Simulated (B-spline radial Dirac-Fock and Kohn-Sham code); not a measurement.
**Photoionisation of argon ions at Mg Kα (1253.6 eV)**

Method: a relativistic central-field model (Hartree-Slater potential of the initial state, Latter tail, multipole expansion of the photon field, Dirac-Fock thresholds). Computed with a radial B-spline solver. Cross sections in kb; a dash marks an empty subshell or a threshold above the photon energy.

```tsv
ion	configuration	total	2s	2p3/2	3s	3p1/2	3p3/2
Ar	[Ne] 3s2 3p6	119.3	39.4	46.3	4.47	1.87	3.64
Ar⁶⁺	[Ne] 3s2	118.6	40.2	47.5	6.60	–	–
Ar¹³⁺	[He] 2s2 2p1	72.84	53.8	12.6	–	–	–
Ar¹⁴⁺	[He] 2s2	55.89	55.9	–	–	–	–
```
